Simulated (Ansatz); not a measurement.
`CO[SiH]OC` radical from Hartree–Fock to CCSD(T)

Z-matrix (Å, degrees):
```
C
O 1 1.409
H 1 1.095 2 111.4
H 1 1.091 2 108.0 3 119.1
H 1 1.096 2 111.8 3 -121.8
Si 2 1.637 1 123.8 3 71.6
O 6 1.637 2 104.1 1 173.0
H 6 1.510 2 109.8 1 55.6
C 7 1.408 6 123.8 2 -172.0
H 9 1.095 7 111.4 6 -72.5
H 9 1.091 7 108.0 6 168.4
H 9 1.096 7 111.8 6 49.2
```

Charge 0, multiplicity 2. Geometry: relaxed with PBE0-D4/def2-TZVP. It is one conformer, not always the lowest. Frozen core, unrestricted reference, Ansatz 0.2.0. CBS rows extrapolate triple and quadruple zeta; past MP2 they add the triple-zeta difference.

| basis | HF (Eh) | MP2 corr. |
| --- | --- | --- |
| def2-TZVPP | -518.60560 | -0.91910 |
| def2-QZVPP | -518.62691 | -0.98791 |

Question: Estimate the CCSD correlation energy and the (T) correction in each basis where they were run (hartree).

Answer: 
```csv
basis,CCSD corr.,(T)
def2-TZVPP,-0.95965,-0.03527
CBS(def2),-1.07943,as TZ
```
